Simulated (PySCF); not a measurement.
C5H9NSi3.
Atom-mapped SMILES: `[CH3:1][C:2]#[C:3][Si@@:4]1([C:5]#[N:6])[CH2:7][SiH2:8][SiH2:9]1`

Cartesian coordinates in Å at the GFN2-xTB level; atoms count from 1:
```
atom  x, y, z in Å
C1     3.802    0.734    1.049
C2     2.438    0.655    0.582
C3     1.304    0.593    0.176
Si4   -0.456    0.491   -0.373
C5    -0.514    1.777   -1.734
N6    -0.608    2.571   -2.556
C7    -0.927   -1.227   -1.141
Si8   -2.535   -1.705   -0.181
Si9   -2.325    0.288    1.038
H10    3.897    1.531    1.786
H11    4.096   -0.210    1.508
H12    4.469    0.944    0.213
H13   -1.086   -1.172   -2.218
H14   -0.132   -1.960   -1.003
H15   -3.680   -1.866   -1.084
H16   -2.381   -2.984    0.524
H17   -2.015    0.221    2.473
H18   -3.357    1.327    0.931
```

NICS = −σ at a ghost point: NICS(0) at the centroid of the ring atoms, NICS(1) 1 Å to either side along the normal of their mean plane, zz for the tensor component along that normal. Level: GIAO PBE0/pcSseg-1 (PySCF, non-relativistic, gas phase) on the GFN2-xTB geometry, one conformer.

Ring bond lengths (Å), with Mayer bond orders in brackets: Si4–C7 1.941 (0.89), C7–Si8 1.933 (0.90), Si8–Si9 2.345 (0.88), Si9–Si4 2.351 (0.86).

Problem. Give the NICS values of each ring in ppm.

Solution. 
| ring | type | NICS(0) | NICS(1), two faces | NICS(1)zz, two faces | rms pucker (Å) | centre to ring atoms, mean (Å) |
| --- | --- | --- | --- | --- | --- | --- |
| Si4–C7–Si8–Si9 | 4-membered ring with 3 Si; formal bonds all single | 2.2 | -0.8 / -0.7 | 6.0 / 6.4 | 0.01 | 1.51 |

Problem. What do they say, and how far can they be read as aromaticity?

Solution. 
- Si4–C7–Si8–Si9: mean NICS(1)zz 6.2 ppm, deshielded. Si4, C7, Si8, Si9 have four or more neighbours, and the NICS criterion for π rings isn't applied.

Problem. What field does 11.7 T along the ring normal induce along that normal at the first NICS(1) probe listed for ring Si4–C7–Si8–Si9, 1 Å off the ring?

Solution. NICSzz × B0 = 6.0 ppm × 11.7 T = 70 μT, along the applied field.
